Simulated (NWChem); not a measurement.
Everything below was run with NWChem. System: BiF3, charge 0, spin multiplicity 1, at a geometry optimised with B3LYP/def2-SVP with def2 effective core potentials on Bi. The structure started from a generated list of species. Level: PBE0/def2-TZVP with def2 effective core potentials on Bi.

The NWChem input:

```
start mol
memory heap 200 mb stack 900 mb global 1100 mb
geometry units angstroms nocenter noautoz
  Bi     0.002267     0.255006     0.000000
  F     -0.877374    -0.776163     1.507661
  F     -0.877374    -0.776163    -1.507661
  F      1.733837    -0.799400     0.000000
  symmetry group Cs
end
basis spherical
  * library def2-tzvp
end
ecp
  Bi library def2-ecp
end
dft
  xc pbe0
  semidirect memsize 60000000 filesize 0
  iterations 100
end
task dft energy
```

NWChem printed:

```
             Northwest Computational Chemistry Package (NWChem) 7.3.0
             --------------------------------------------------------

                                NWChem Input Module
                                -------------------

 Scaling coordinates for geometry "geometry" by  1.889725989
 (inverse scale =  0.529177249)

 Turning off AUTOSYM since
 SYMMETRY directive was detected!

                             Geometry "geometry" -> ""
                             -------------------------

 Output coordinates in angstroms (scale by  1.889725989 to convert to a.u.)

  No.       Tag          Charge          X              Y              Z
 ---- ---------------- ---------- -------------- -------------- --------------
    1 Bi                  83.0000     0.00226700     0.25500600     0.00000000
    2 F                    9.0000    -0.87737400    -0.77616300     1.50766100
    3 F                    9.0000    -0.87737400    -0.77616300    -1.50766100
    4 F                    9.0000     1.73383700    -0.79940000     0.00000000

 Effective nuclear repulsion energy (a.u.)     627.5921385033

            Nuclear Dipole moment (a.u.)
            ----------------------------
        X                 Y               Z
 ---------------- ---------------- ----------------
    -0.0000718096    -0.0000680301     0.0000000000

      Symmetry information
      --------------------

 Group name             Cs
 Group number              2
 Group order               2
 No. of unique centers     3

      Symmetry unique atoms

     1    2    4


 Summary of "ao basis" -> "" (spherical)
 ------------------------------------------------------------------------------
       Tag                 Description            Shells   Functions and Types
 ---------------- ------------------------------  ------  ---------------------
 *                         def2-tzvp                  on all atoms

                                 NWChem DFT Module
                                 -----------------

 Summary of "ao basis" -> "ao basis" (spherical)
 ------------------------------------------------------------------------------
       Tag                 Description            Shells   Functions and Types
 ---------------- ------------------------------  ------  ---------------------
 Bi                        def2-tzvp                16       50   6s5p3d2f
 F                         def2-tzvp                11       31   5s3p2d1f

 Summary of "ao basis" -> "ao basis" (spherical)
 ------------------------------------------------------------------------------
       Tag                 Description            Shells   Functions and Types
 ---------------- ------------------------------  ------  ---------------------
 Bi                        def2-tzvp                16       50   6s5p3d2f
 F                         def2-tzvp                11       31   5s3p2d1f

      Symmetry analysis of basis
      --------------------------

        a'         85
        a"         58

            General Information
            -------------------
          SCF calculation type: DFT
          Wavefunction type:  closed shell.
          No. of atoms     :     4
          No. of electrons :    50
           Alpha electrons :    25
            Beta electrons :    25
          Charge           :     0
          Spin multiplicity:     1
          Use of symmetry is: on ; symmetry adaption is: on
          Maximum number of iterations: 100
          AO basis - number of functions:   143
[...]
 d= 0,ls=0.0,diis     5   -514.1074299950 -2.36D-04  4.92D-05  8.38D-05    10.5
  Resetting Diis
 d= 0,ls=0.0,diis     6   -514.1074353660 -5.37D-06  1.35D-05  1.31D-05    11.5
 d= 0,ls=0.0,diis     7   -514.1074360381 -6.72D-07  1.60D-05  4.34D-06    12.4
 d= 0,ls=0.0,diis     8   -514.1074350744  9.64D-07  1.05D-05  1.67D-05    13.3
 d= 0,ls=0.0,diis     9   -514.1074363778 -1.30D-06  8.59D-07  3.43D-08    14.1
 d= 0,ls=0.0,diis    10   -514.1074363801 -2.29D-09  2.21D-07  2.18D-09    15.0

         Total DFT energy =     -514.107436380062
      One electron energy =    -1200.469895490120
           Coulomb energy =      529.968865881687
    Exchange-Corr. energy =      -48.345774616137
 Nuclear repulsion energy =      204.739367844507

 Numeric. integr. density =       49.999984335262

     Total iterative time =     13.3s

                  Occupations of the irreducible representations
                  ----------------------------------------------

                     irrep           alpha         beta
                     --------     --------     --------
                     a'               16.0         16.0
                     a"                9.0          9.0

                       DFT Final Molecular Orbital Analysis
                       ------------------------------------

 Vector   23  Occ=2.000000D+00  E=-4.073109D-01  Symmetry=a'
              MO Center=  5.3D-01, -7.5D-01, -2.7D-09, r^2= 3.2D+00
   Bfn.  Coefficient  Atom+Function         Bfn.  Coefficient  Atom+Function
  ----- ------------  ---------------      ----- ------------  ---------------
   118      0.302198  4 F  px               121      0.248524  4 F  px
   119      0.210942  4 F  py                56      0.205055  2 F  px
    87      0.205055  3 F  px               122      0.172761  4 F  py
    59      0.169217  2 F  px                90      0.169217  3 F  px
   124      0.168771  4 F  px               125      0.130269  4 F  py

 Vector   24  Occ=2.000000D+00  E=-4.050648D-01  Symmetry=a"
              MO Center= -6.6D-03, -7.7D-01,  3.4D-13, r^2= 3.5D+00
   Bfn.  Coefficient  Atom+Function         Bfn.  Coefficient  Atom+Function
  ----- ------------  ---------------      ----- ------------  ---------------
   120      0.290052  4 F  pz                56     -0.251157  2 F  px
    87      0.251157  3 F  px               123      0.237670  4 F  pz
    59     -0.205799  2 F  px                90      0.205799  3 F  px
   126      0.172880  4 F  pz                62     -0.149698  2 F  px
    93      0.149698  3 F  px                58     -0.144962  2 F  pz

 Vector   25  Occ=2.000000D+00  E=-3.730397D-01  Symmetry=a'
              MO Center= -2.3D-03, -2.6D-01,  1.5D-14, r^2= 3.6D+00
   Bfn.  Coefficient  Atom+Function         Bfn.  Coefficient  Atom+Function
  ----- ------------  ---------------      ----- ------------  ---------------
     6     -0.348669  1 Bi s                  5     -0.340965  1 Bi s
     3      0.322694  1 Bi s                119      0.227412  4 F  py
    57      0.225968  2 F  py                88      0.225968  3 F  py
    11      0.219736  1 Bi py                 2     -0.188337  1 Bi s
   122      0.187620  4 F  py                60      0.186405  2 F  py

 Vector   26  Occ=0.000000D+00  E=-7.073889D-02  Symmetry=a'
              MO Center= -6.3D-02,  4.7D-01, -2.2D-09, r^2= 3.7D+00
   Bfn.  Coefficient  Atom+Function         Bfn.  Coefficient  Atom+Function
  ----- ------------  ---------------      ----- ------------  ---------------
    19      0.497981  1 Bi px                16      0.428615  1 Bi px
    10     -0.398874  1 Bi px                13      0.321919  1 Bi px
    32      0.201628  1 Bi d -2              22     -0.132367  1 Bi d -2
   119     -0.131726  4 F  py               117     -0.124268  4 F  s
   122     -0.110874  4 F  py               125     -0.096267  4 F  py

 Vector   27  Occ=0.000000D+00  E=-7.073736D-02  Symmetry=a"
              MO Center=  7.1D-02,  4.7D-01,  2.2D-09, r^2= 3.7D+00
   Bfn.  Coefficient  Atom+Function         Bfn.  Coefficient  Atom+Function
  ----- ------------  ---------------      ----- ------------  ---------------
    21      0.498005  1 Bi pz                18      0.428632  1 Bi pz
    12     -0.398887  1 Bi pz                15      0.321929  1 Bi pz
    33      0.200341  1 Bi d -1              23     -0.131084  1 Bi d -1
    57     -0.112650  2 F  py                88      0.112650  3 F  py
    55     -0.107627  2 F  s                 86      0.107627  3 F  s

 Vector   28  Occ=0.000000D+00  E=-5.372056D-02  Symmetry=a'
              MO Center=  2.2D-03,  2.5D-01,  4.7D-14, r^2= 4.0D+00
   Bfn.  Coefficient  Atom+Function         Bfn.  Coefficient  Atom+Function
  ----- ------------  ---------------      ----- ------------  ---------------
     5      0.611096  1 Bi s                 20     -0.550687  1 Bi py
    17     -0.409347  1 Bi py                11      0.356749  1 Bi py
     3     -0.308754  1 Bi s                 14     -0.281679  1 Bi py
     2      0.187069  1 Bi s                  4     -0.172431  1 Bi s
   118      0.157008  4 F  px                55     -0.148816  2 F  s

 center of mass
 --------------
 x =   0.00054340 y =   0.06118886 z =   0.00000000

 moments of inertia (a.u.)
 ------------------
         481.058635898080           1.209678116244           0.000000000000
           1.209678116244         616.835468724144           0.000000000000
           0.000000000000           0.000000000000         481.040521854217

     Multipole analysis of the density
     ---------------------------------

     L   x y z        total         alpha         beta         nuclear
     -   - - -        -----         -----         ----         -------
     0   0 0 0     -0.000000    -25.000000    -25.000000     50.000000

     1   1 0 0      0.018526      0.137819      0.137819     -0.257112
     1   0 1 0      2.082623     15.498089     15.498089    -28.913556
     1   0 0 1     -0.000000     -0.000000     -0.000000      0.000000

     2   2 0 0    -35.326338    -90.712802    -90.712802    146.099266
     2   1 1 0      0.033644      0.379701      0.379701     -0.725759
     2   1 0 1      0.000000      0.000000      0.000000      0.000000
     2   0 2 0    -31.547218    -48.075190    -48.075190     64.603163
     2   0 1 1     -0.000000     -0.000000     -0.000000      0.000000
     2   0 0 2    -35.326835    -90.718020    -90.718020    146.109205

 Task  times  cpu:       15.0s     wall:       15.0s

 Total times  cpu:       15.1s     wall:       15.1s
```
